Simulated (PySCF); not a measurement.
Computed with B3LYP-D3(BJ)/def2-TZVP (PySCF). All species are isolated molecules in the gas phase. One relaxed conformer stands for a flexible species; it need not be the lowest. B3LYP has the VWN-RPA correlation part, as in Gaussian. Excitations are Tamm–Dancoff values on a coarser integration grid. The basis has no diffuse functions, so Rydberg states are missing or too high.

Reference species (SMILES): `[SiH](/O)=C\C` (C–Si–O–H torsion 0°) (neutral, multiplicity 1).

- brightest of the four lowest singlets (TDA): 5.41 eV
- S1 excitation (TDA): 4.43 eV
- HOMO–LUMO gap: 5.18 eV

Changed species: `COC=[SiH2]` (C–O–C–Si torsion 0°).

### Question
What does the change do to the brightest of the four lowest singlets (TDA), S1 excitation (TDA) and HOMO–LUMO gap?

### Answer
the brightest of the four lowest singlets (TDA) decreases by 0.22 eV, to 5.19 eV; the S1 excitation (TDA) increases by 0.73 eV, to 5.16 eV; the HOMO–LUMO gap falls by 0.59 eV, to 4.59 eV.
